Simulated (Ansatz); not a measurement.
C2H6BFOSi, relaxed with RKS PBE0-D4/def2-TZVP in Ansatz from a PBE-D4/def2-SVP geometry. The force threshold is 0.005 eV/Å; the program also tests the step.

The species carries charge 0 and has multiplicity 1. The bonds changed during the relaxation, so this is another structure than the one it started from.

Start:

```xyz
12

B    -0.440    1.407    0.695
C    -0.849    1.363   -0.832
F    -1.591    2.197   -1.532
O    -0.370    0.383   -1.500
Si    0.740   -0.070   -0.012
C     0.499   -1.910    0.271
H    -0.106    2.477    1.175
H    -1.358    0.857    1.311
H     2.100    0.171   -0.612
H    -0.548   -2.133    0.560
H     0.765   -2.501   -0.628
H     1.158   -2.240    1.102
```

```
step  energy (eV)  largest force (eV/Å)  largest move (Å)
   1  -15481.5826                 1.257             0.000
   2  -15481.6352                 0.394             0.023
   3  -15481.6430                 0.320             0.022
   4  -15481.6466                 0.172             0.021
   5  -15481.6470                 0.162             0.018
   6  -15481.6482                 0.032             0.008
   7  -15481.6483                 0.018             0.013
   8  -15481.6485                 0.025             0.006
   9  -15481.6487                 0.042             0.018
  10  -15481.6489                 0.028             0.016
  11  -15481.6489                 0.028             0.019
  12  -15481.6489                 0.028             0.006
  13  -15481.6490                 0.009             0.008
  14  -15481.6490                 0.002             0.002
```

End:

```xyz
12

B    -0.433    1.397    0.701
C    -0.832    1.364   -0.819
F    -1.517    2.205   -1.539
O    -0.390    0.364   -1.457
Si    0.715   -0.071   -0.041
C     0.495   -1.888    0.277
H    -0.134    2.444    1.198
H    -1.334    0.803    1.262
H     2.052    0.171   -0.647
H    -0.530   -2.112    0.576
H     0.751   -2.482   -0.603
H     1.158   -2.195    1.092
```

Hardware: 4 threads of an Arm Neoverse V1 on a shared host. Wall time 65 s, peak host memory 0.65 GiB.
